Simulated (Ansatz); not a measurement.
Calculated with Ansatz (gas phase, PBE0-D4/def2-TZVP geometries, no zero-point term in ΔE). CCSD(T)/CBS is the MP2 limit (def2-TZVPP, def2-QZVPP) plus CCSD(T) − MP2 in def2-TZVPP, frozen cores. This one scheme is used for every species. DFT in def2-TZVPP. B3LYP here is the variant with VWN-RPA as its local correlation; programs differ in this. def2 core potentials past Kr. For Sn outer-core shells are correlated without core-valence functions, which leaves a few kJ/mol of doubt a bond. Each species was taken in one conformer, which may not be the lowest.

`C[O][SnH]([OH])[Cl]` + HCl → `C[O][SnH]([Cl])[Cl]` + H₂O  (ligand exchange at the Sn–O bond)

Is it downhill or uphill in electronic energy at CCSD(T)/CBS, and by how much? (Best estimate.)

Computed: Downhill: ΔE = -0.71 eV.

What do these levels give: r2SCAN-D4, PBE0-D4, ωB97X-V, ωB97M-V, B2PLYP, PBE, PBE0, B3LYP, HF/def2-QZVPP, SCS-MP2/def2-QZVPP, HF/CBS(def2), CCSD/CBS(def2)? (An estimate is asked.)

Ansatz gave: r2SCAN-D4 -0.70, PBE0-D4 -0.75, ωB97X-V -0.68, ωB97M-V -0.71, B2PLYP -0.67, PBE -0.68, PBE0 -0.73, B3LYP -0.68, HF/def2-QZVPP -0.75, SCS-MP2/def2-QZVPP -0.69, HF/CBS(def2) -0.75, CCSD/CBS(def2) -0.72 eV.

Largest T1 diagnostic among the species: 0.013.

The D4 term adds −0.03 eV with B3LYP and −0.02 eV with PBE0; it sums over pairs of atoms, weighted by their polarisabilities, and B3LYP, whose exchange is more repulsive, gets the larger term. In def2-TZVPP, CCSD(T) changes the Hartree–Fock value by +0.10 eV (the triples alone add +0.01 eV) and MP2 by +0.06 eV. From PBE to PBE0 (25 % exact exchange), in def2-TZVPP and without D4, ΔE moves by −0.05 eV.
